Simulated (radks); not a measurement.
Q: V, 23 electrons, occupied as [Ar] 3d2 4s2 4p1 (not the ground configuration). Calculated with a radial shooting solver on a logarithmic mesh with Libxc functionals: scalar-relativistic Kohn-Sham, PBE, spin-polarised, spherical densities, finite nucleus; open shells are filled with parallel spins first; Fermi nuclear charge, rms radius 3.6002 fm. Some entries of the table are withheld. Estimate them.

| orbital | occ. | eigenvalue (eV) | <r> (bohr) |
|---|---|---|---|
| 1s up | 1 | -5371.187 | 0.06644 |
| 1s down | 1 | -5371.173 | 0.06644 |
| 2s up | 1 | -610.3925 | 0.3084 |
| 2s down | 1 | -609.6175 | 0.3081 |
| 2p up | 3 | -510.7540 | 0.2743 |
| 2p down | 3 | -510.1454 | 0.2740 |
| 3s up | 1 | -77.6710 | 0.9391 |
| 3s down | 1 | -75.4795 | 0.9405 |
| 3p up | 3 | -51.2281 | 0.9991 |
| 3p down | 3 | -49.0778 | 1.002 |
| 3d up | 2 | -11.3646 | 1.258 |
| 3d down | 0 | -9.3732 | 1.288 |
| 4s up | 1 | (1) | (2) |
| 4s down | 1 | (3) | (4) |
| 4p up | 1 | -2.9003 | 3.923 |
| 4p down | 0 | -2.0555 | 4.125 |

A: 
(1) 4s up eigenvalue (eV): -6.9458
(2) 4s up <r> (bohr): 3.026
(3) 4s down eigenvalue (eV): -5.9023
(4) 4s down <r> (bohr): 3.097
